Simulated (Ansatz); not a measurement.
Basis sets compared for KI2⁻ (the lowest singlet isomer of a short search). Total charge -1; singlet. Geometry PBE0-D4/def2-TZVPD. Ansatz on 4 threads of Intel Xeon Platinum 8488C on a shared host; times are rough, and most runs start from earlier orbitals.

```xyz
3

K    -0.0013    0.0003   -0.0067
I     0.1196    3.1279    0.9105
I    -0.1183   -3.1282   -0.9037
```

In the def2 sets I takes a core potential; there is no spin–orbit coupling. The structure comes from a short search, and lower isomers may exist.

```csv
level,functions,energy (Eh),HOMO (eV),LUMO (eV),wall time
PBE-D4/def2-SVPD,97,-1195.2379,-1.74,1.63,0.6 s
PBE0-D4/def2-SVPD,97,-1195.3457,-2.78,2.05,1 s
```

Problem. Estimate the rows for PBE-D4/def2-TZVPD, PBE0-D4/def2-TZVPD.

Solution. 
```csv
level,functions,energy (Eh),HOMO (eV),LUMO (eV),wall time
PBE-D4/def2-TZVPD,154,-1195.3296,-1.75,1.67,0.9 s
PBE0-D4/def2-TZVPD,154,-1195.4346,-2.79,2.11,1.4 s
```
